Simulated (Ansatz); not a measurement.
Two structures of AlH3BrCl, singlet, reached by relaxing down either side of one saddle point (PBE0-D4/def2-TZVP). Energies are electronic, without zero-point energy. Computed with Ansatz 0.2.0 (basis: def2-TZVPP and def2-QZVPP); correlated methods freeze the cores. Filled d shells of the heavier atoms are correlated. The def2 sets are not built for correlating such inner shells, so the correlated values are less sure here. Extrapolation: Hartree–Fock as exp(−7.88 √X), correlation as X^−2.97. First:

```xyz
6
angstrom
Al -0.5930 -0.2384 -0.6375
Cl 1.0768 0.7686 -1.4999
H -0.5769 -1.8142 -0.7136
H -1.8907 0.6284 -0.4049
H 1.5416 0.6624 1.3188
Br 0.4423 -0.0069 1.9370
```

Second:

```
6
angstrom
Al -0.7391 -0.3901 -0.0583
Cl 1.3227 0.8421 -1.0346
H -0.5322 -1.7901 -0.7525
H -1.8499 0.6600 -0.4429
H 1.6681 0.8701 0.2141
Br 0.1303 -0.1920 2.0740
```

Problem. Which bonds change from the first to the second?

Solution. AlH₂Cl ([AlH2][Cl]) + HBr → AlH₂Br ([AlH2][Br]) + HCl (still joined by a long Al–Cl bond); bonds formed: Cl2–H5; dative contacts that become bonds: Al1–Br6; bonds broken: H5–Br6; bonds weakened to dative contacts: Al1–Cl2.

Problem. Give the saddle point's structure and its height above each. (Judge from chemistry; the value comes from the calculation.)

Solution. By the calculation: 26.9 kJ/mol above the first and 27.6 kJ/mol above the second (CCSD(T) at an estimated basis limit (MP2 extrapolated from triple and quadruple zeta, plus CCSD(T) − MP2 in triple zeta)).
Al1  (-0.602, -0.281, -0.339)
Cl2  (1.274, 0.816, -1.034)
H3  (-0.523, -1.804, -0.724)
H4  (-1.853, 0.669, -0.411)
H5  (1.240, 0.593, 0.587)
Br6  (0.464, 0.007, 1.921)
(Å)

The T1 diagnostic stays at or below 0.008.

Labels in which every atom is bracketed show which atoms are joined, not bond orders.

For scale, one of the runs: CCSD(T)/def2-TZVPP, 174 basis functions (an equivalent command: `ansatz run in.yaml --threads 2`). Time: 33 s of wall clock on 2 CPU threads; the host was shared. Peak host memory: 1.5 GiB.
